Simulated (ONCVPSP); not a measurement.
**Reading a pseudo-wave (calcium)**

Columns: radius, all-electron u(r) and pseudo u(r) of the 3s shell (level -62.24 eV) of calcium in the configuration [Ne] 3s2 3p6; PBE, scalar-relativistic, ONCV scheme, ONCVPSP 4.0.1.

```json
{"r (bohr)": "0.068", "all-electron": "0.2037", "pseudo": "0.0228"}
{"r (bohr)": "0.135", "all-electron": "-0.2124", "pseudo": "0.0519"}
{"r (bohr)": "0.202", "all-electron": "-0.4845", "pseudo": "0.0936"}
{"r (bohr)": "0.270", "all-electron": "-0.5237", "pseudo": "0.1528"}
{"r (bohr)": "0.338", "all-electron": "-0.3901", "pseudo": "0.2308"}
{"r (bohr)": "0.405", "all-electron": "-0.1692", "pseudo": "0.3248"}
{"r (bohr)": "0.473", "all-electron": "0.0847", "pseudo": "0.4336"}
{"r (bohr)": "0.540", "all-electron": "0.3260", "pseudo": "0.5480"}
{"r (bohr)": "0.608", "all-electron": "0.5410", "pseudo": "0.6639"}
{"r (bohr)": "0.675", "all-electron": "0.7143", "pseudo": "0.7711"}
{"r (bohr)": "0.742", "all-electron": "0.8476", "pseudo": "0.8652"}
{"r (bohr)": "0.810", "all-electron": "0.9432", "pseudo": "0.9423"}
{"r (bohr)": "0.878", "all-electron": "1.0032", "pseudo": "0.9974"}
{"r (bohr)": "0.945", "all-electron": "1.0323", "pseudo": "1.0282"}
{"r (bohr)": "1.013", "all-electron": "1.0370", "pseudo": "1.0357"}
{"r (bohr)": "1.080", "all-electron": "1.0222", "pseudo": "1.0221"}
{"r (bohr)": "1.148", "all-electron": "0.9922", "pseudo": "0.9921"}
{"r (bohr)": "1.215", "all-electron": "0.9518", "pseudo": "0.9518"}
{"r (bohr)": "1.283", "all-electron": "0.9033", "pseudo": "0.9033"}
{"r (bohr)": "1.350", "all-electron": "0.8507", "pseudo": "0.8507"}
{"r (bohr)": "1.418", "all-electron": "0.7947", "pseudo": "0.7947"}
{"r (bohr)": "1.485", "all-electron": "0.7387", "pseudo": "0.7386"}
{"r (bohr)": "1.553", "all-electron": "0.6822", "pseudo": "0.6821"}
{"r (bohr)": "1.620", "all-electron": "0.6279", "pseudo": "0.6279"}
{"r (bohr)": "1.688", "all-electron": "0.5749", "pseudo": "0.5749"}
{"r (bohr)": "1.755", "all-electron": "0.5252", "pseudo": "0.5252"}
```

**Question.** How many radial nodes do the two functions have?

**Answer.** The all-electron 3s function has n − l − 1 = 2; the pseudo-wave has 0, since the states of the same l below it are removed with the core.

**Question.** At about which radius was the pseudo-wave matched?

**Answer.** 1.10 bohr, where the columns begin to agree (steps of 0.07 bohr).

**Question.** Where does each function peak?

**Answer.** Outermost all-electron maximum near 1.01 bohr, pseudo maximum near 1.01 bohr (to the table’s step).

**Question.** Is the pseudo-wave norm-conserving?

**Answer.** Yes: the ONCV scheme keeps the norm inside the radius equal to the all-electron one, which fixes the energy derivative of the logarithmic derivative at the level.
